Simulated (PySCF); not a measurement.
Be(CN)2: 4 charge schemes on one density

Be(CN)2, C2BeN2.
Geometry (PBE0-D3(BJ)/def2-SVP, Å), atoms numbered from 1 in this order:
```xyz
5
C2BeN2 angstrom
Be     0.010    0.010    0.000
C      0.010    0.012    1.648
N      0.002    0.012    2.809
C     -0.004   -0.008   -1.648
N     -0.018   -0.026   -2.809
```

Density: PBE0/pcSseg-1 (PySCF); schemes: Mulliken, IAO, Hirshfeld and ESP-fitted. Geometry: PBE0-D3(BJ)/def2-SVP; no solvent, vibrations or thermal averaging.

Question: Tabulate the Mulliken, IAO, Hirshfeld and ESP-fitted charges.

Answer: In e; atoms taken as equivalent share a row and are averaged (×n: the atom named and its like, n in all):

| atom | environment | Mulliken | IAO | Hirshfeld | ESP-fitted |
| --- | --- | --- | --- | --- | --- |
| Be1 | beryllium bonded to 2 C | +0.811 | +1.427 | +0.517 | +0.632 |
| C2/C4 | carbon bonded to Be and N | -0.238 | -0.555 | -0.094 | -0.018 |
| N3/N5 | nitrogen bonded to C | -0.167 | -0.158 | -0.165 | -0.298 |

Mean size of the charges over all atoms: IAO 0.571 e, Mulliken 0.324 e, ESP-fitted 0.253 e, Hirshfeld 0.207 e. Each set sums to the total charge, 0, to within 0.001 e. The ESP scheme is a least-squares fit of atom-centred charges to the potential on four shells outside the van der Waals surface, with the total charge fixed. The Mulliken scheme counts on each atom the diagonal of the density matrix times the overlap matrix over that atom's basis functions.

Lowest charge. The schemes don't all agree: Mulliken C2/C4 (-0.238); IAO C2/C4 (-0.555); Hirshfeld N3/N5 (-0.165); ESP-fitted N3/N5 (-0.298).

Highest charge. All schemes agree: Mulliken Be1 (+0.811); IAO Be1 (+1.427); Hirshfeld Be1 (+0.517); ESP-fitted Be1 (+0.632).

Question: Sum the charges by element, for elements with more than one atom.

Answer: 
| element | atoms | Mulliken | IAO | Hirshfeld | ESP-fitted |
| --- | --- | --- | --- | --- | --- |
| C | 2 | -0.477 | -1.111 | -0.188 | -0.036 |
| N | 2 | -0.334 | -0.316 | -0.330 | -0.597 |

Question: How many electrons does the ESP-fitted scheme count on C2?

Answer: Its own charge is -0.018 e, so Z − q = 6.018.

These values come from a run that also computed NMR shieldings. Time: 2.6 s of wall time. Hardware: one thread of an Arm Neoverse V2, no GPU, shared host.
